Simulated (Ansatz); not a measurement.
Consider the formal exchange of groups at the Se–Al bond: `[F][AlH][SeH]` + `C=C[SiH2]O` → `O[SiH2]/C=C/[SeH]` + `[F][AlH2]`.

Computed with Ansatz on PBE0-D4/def2-TZVP structures; ΔE is electronic, products minus reactants. CCSD(T)/CBS is the MP2 limit (def2-TZVPP, def2-QZVPP) plus CCSD(T) − MP2 in def2-TZVPP, frozen cores. This one scheme is used for every species. DFT in def2-TZVPP. For Se outer-core shells are correlated without core-valence functions, which leaves a few kJ/mol of doubt a bond. Scalar relativity is left out up to krypton. Each species was taken in one conformer, which may not be the lowest.

`[F][AlH][SeH]`:

Cartesian coordinates in Å:
```
F 1.171 1.408 1.185
Al 0.525 0.379 0.074
Se -1.479 -0.595 0.651
H 1.281 0.122 -1.278
H -1.498 -1.314 -0.632
```

`C=C[SiH2]O`:

Z-matrix (Å, degrees):
```
Si
C 1 1.857
O 1 1.649 2 111.4
H 1 1.491 2 108.7 3 122.7
H 1 1.484 2 111.0 3 -117.5
C 2 1.330 1 122.9 3 6.6
H 2 1.090 1 118.9 3 -173.1
H 3 0.958 1 117.3 2 72.7
H 6 1.087 2 121.4 1 0.7
H 6 1.086 2 122.4 1 -179.7
```

`O[SiH2]/C=C/[SeH]`:

```xyz
11

O    -2.119    0.133   -1.416
Si   -1.382    0.316    0.049
C     0.431    0.505   -0.221
C     1.288   -0.367    0.309
Se    3.167   -0.248    0.131
H    -3.043    0.376   -1.477
H    -1.963    1.509    0.732
H    -1.581   -0.875    0.922
H     0.810    1.342   -0.806
H     0.946   -1.216    0.892
H     3.447   -1.475    0.885
```

`[F][AlH2]`:

Z-matrix (Å, degrees):
```
Al
F 1 1.650
H 1 1.576 2 117.0
H 1 1.576 2 117.0 3 -179.9
```

```
            species  ωB97X-V energy (Eh)
    `[F][AlH][SeH]`          -2744.90084
       `C=C[SiH2]O`           -444.53715
`O[SiH2]/C=C/[SeH]`          -2845.87108
        `[F][AlH2]`           -343.50844
```

Question: Work out ΔE.

Answer: ΔE = (-2845.87108) + (-343.50844) − (-2744.90084) − (-444.53715) = 0.05847 Eh = +36.7 kcal/mol. CCSD(T)/CBS gives +37.7 kcal/mol.

Largest T1 diagnostic among the species: 0.012.

In def2-TZVPP, CCSD(T) changes the Hartree–Fock value by −3.5 kcal/mol (the triples alone add −0.7 kcal/mol) and MP2 by −4.2 kcal/mol. From PBE to PBE0 (25 % exact exchange), in def2-TZVPP and without D4, ΔE moves by +1.8 kcal/mol.
